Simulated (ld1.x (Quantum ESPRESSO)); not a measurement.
**What one change does to a pseudopotential (Kr, TM)**

krypton, norm-conserving Troullier–Martins (Kleinman–Bylander form), made with ld1.x (Quantum ESPRESSO) 7.5 (Wu–Cohen, scalar-relativistic). Core [Ne] 3s2, reference 3p6 3d10 4s2 4p4 (charge +2). Waves: 4s (bound): rc 1.30 bohr; 3p (bound): rc 0.65 bohr; 3d (bound): rc 1.05 bohr. Local part: all-electron potential smoothed inside 0.70 bohr (lloc = -1). Core correction: none.

Occupied shells without a wave of their own: 4p. They enter only through the test configuration that unscreens the potential.

Change: local potential all-electron potential smoothed inside 1.10 bohr (lloc = -1).

Cutoffs: the cutoffs (Ry, on a coarse ladder) from which the occupation-weighted sum of valence levels, in a spherical-Bessel basis at the reference potential, stays within 10 and 1 mRy of its value at 400 Ry; they do not see the model core or the augmentation charge, which bear on the density cutoff. Errors are all-electron minus pseudo energies relative to the spin-unpolarised reference configuration.

Task: Predict the effect on cutoff, ghosts and configuration errors.

Result: Both files keep a bound ghost (s); the miss of the reference levels goes from 0.10 to 0.89 eV; the number of tests that count goes from 7 to 6; of the 6 tests that both files solve, the error grows in 6 and shrinks in 0 by more than 15 % and 0.3 meV (median size 120.9 → 1170.7 meV); the range in which the p phases agree narrows (upper end at the end of the scan → -3.4). The local part now departs from the all-electron potential out to 1.10 bohr, far beyond the p radius of 0.65 bohr, and whatever the projectors do not describe feels it: the likely cause.

```csv
quantity,base,changed
"cutoff, loose",300 Ry,over 300 Ry
"cutoff, tight",over 300 Ry,over 300 Ry
loose cutoff by channel (10 mRy a level),"s 45 Ry, p 230 Ry, d 230 Ry","s 50 Ry, p 230 Ry, d 230 Ry"
bound ghosts,s,s
"largest miss of a reference level, eV",0.10,0.89
"tests counted (converged, no solver errors)",7 of 7,6 of 7
"error for 3p6 3d10 4s2 4p6, meV [ΔE -39.49 eV]",-133,-1286
"error for 3p6 3d10 4s2 4p5, meV [ΔE -25.20 eV]",-79,-765
"error for 3p6 3d10 4s2 4p3, meV [ΔE 37.12 eV]",+106,+1018
"error for 3p6 3d10 4s2 4p2, meV [ΔE 87.02 eV]",+243,+2304
"error for 3p6 3d10 4s2 4p5.5, meV [ΔE -33.63 eV]",-109,-1055
"error for 3p6 3d10 4s1 4p6, meV [ΔE -10.66 eV]",-192,-1628
s: phases at 1.40 bohr within 0.05 rad from the reference energy up to (Ry; the scan ends near 5),4.4,to the end of the scan
p: phases at 1.40 bohr within 0.05 rad from the reference energy up to (Ry; the scan ends near 5),to the end of the scan,-3.4
d: phases at 1.40 bohr within 0.05 rad from the reference energy up to (Ry; the scan ends near 5),-0.2,-0.9
```

Base: ld1.x printed “convergence not achieved” for 7 of the counted tests; their residual had stalled under 1e-8, short of the target of 1e-14. The 4p level has no wave, so the channel is fitted at the deeper level alone: the likely source of the large errors. Changed file: Tests not counted: 3p6 3d9 4s2 4p6 (solver errors, printed error -9790 eV). ld1.x printed “convergence not achieved” for 6 of the counted tests; their residual had stalled under 1e-8, short of the target of 1e-14. The 4p level has no wave, so the channel is fitted at the deeper level alone: the likely source of the large errors. A true bound ghost makes a file unfit for plane-wave use even where its test errors are small: the radial tests pick states by their node count and pass the ghost by. Where a test does run into it, the solver fails or the error is huge.
